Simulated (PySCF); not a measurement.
Species: C2H5FNSi (doublet state).
Cartesian coordinates in Å at the GFN2-xTB level; atoms count from 1:
```
atom  x, y, z in Å
C1     1.975   -1.027   -0.299
C2     1.228   -0.388    0.536
Si3   -0.241    0.730    0.034
N4    -1.655   -0.233   -0.031
F5    -0.054    1.225   -1.487
H6     2.016   -1.116   -1.362
H7     1.400   -0.454    1.603
H8    -0.263    1.968    0.804
H9    -2.441    0.073   -0.583
H10   -1.956   -0.773    0.760
```

The hyperfine couplings belong to this conformer and change with its torsions.

The species is `[H]/[C]=C\[Si@H](N)F` [radical].

Level of theory: UKS B3LYP, pcH-1 on C F H N Si, non-relativistic, mean-field spin-orbit, GIAO (PySCF). Geometry: GFN2-xTB, one conformer, isolated molecule. The geometry wasn't refined by DFT: couplings that depend on bond lengths, twists or pyramidal angles can differ widely from those at the functional's own minimum. The SCF solution wasn't tested for stability.

(1) Predict the first-order ENDOR lines of F5, H7, H6 and H9 under fast tumbling at B = 335.8 mT (X band).

(2) Which pairs are centred on the nuclear Larmor frequency, and which on half the coupling?

Answers

(1) For S = 1/2 in fast tumbling each set of equivalent nuclei gives two lines, ν± = |νn ± a/2| to first order, with νn = g_N μN B/h and μN/h = 7.62259 MHz/T.

| nuclei | isotope | g_N | νn (MHz) | a_iso (MHz) | lower line (MHz) | upper line (MHz) |
| --- | --- | --- | --- | --- | --- | --- |
| F5 | 19F | 5.2577 | 13.46 | -2.55 | 12.18 | 14.73 |
| H7 | 1H | 5.5857 | 14.30 | 153.35 | 62.38 | 90.97 |
| H6 | 1H | 5.5857 | 14.30 | 66.92 | 19.16 | 47.76 |
| H9 | 1H | 5.5857 | 14.30 | 5.74 | 11.43 | 17.17 |

(2) Centred on νn, since |a| < 2νn: F5 and H9. Centred on |a|/2 and split by 2νn: H7 and H6.

Couplings of abundant isotopes left out: H8 (28.5 MHz) and N4 (2.5 MHz).

H9 and H10 aren't averaged: N4 is flat or nearly so (angle sum 352°), and its turn about the short N4–Si3 bond (1.71 Å) is taken as slow.
